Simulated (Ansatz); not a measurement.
Compare A (`FC1C=CC1(F)F`) with its isomer B (`FC1=CC(F)(F)C1`).

Isolated molecules relaxed with PBE0-D4/def2-TZVP in Ansatz; ΔE leaves out vibrations. CCSD(T)/CBS is the MP2 limit (def2-TZVPP, def2-QZVPP) plus CCSD(T) − MP2 in def2-TZVPP, frozen cores. DFT in def2-TZVPP. B3LYP here is the variant with VWN-RPA as its local correlation; programs differ in this.

Question: Which is lower in electronic energy at CCSD(T)/CBS, and by how much? (An estimate is asked.)

Answer: The calculation gave: B, by 13.0 kJ/mol.

Question: Give E(B) − E(A) in kJ/mol with B3LYP, BLYP-D4, B2PLYP, MP2/def2-TZVPP, B3LYP-D4, CCSD(T)/def2-SVP, PBE0-D4. (Best estimate.)

Answer: The calculation gave: B3LYP -16.2, BLYP-D4 -15.5, B2PLYP -15.5, MP2/def2-TZVPP -16.6, B3LYP-D4 -15.7, CCSD(T)/def2-SVP -16.6, PBE0-D4 -20.8. None reverses the order clearly.

Question: Does the order hold for the free energy at 298.15 K (harmonic terms from PBE0-D4)? (An estimate is asked.)

Answer: Computed: Yes: G(B) − G(A) = -12.8 kJ/mol.

Largest T1 diagnostic: 0.012.

In def2-TZVPP, CCSD(T) changes the Hartree–Fock value by −3.4 kJ/mol (the triples alone add −0.5 kJ/mol) and MP2 by −5.9 kJ/mol. Leaving LDA and LC-ωPBE aside and taking each functional with its dispersion term where it has one, the values, not all of them listed here, spread over 7.3 kJ/mol, from PBE-D4 to BHLYP-D4. LDA lies −4.8 kJ/mol from PBE without D4.
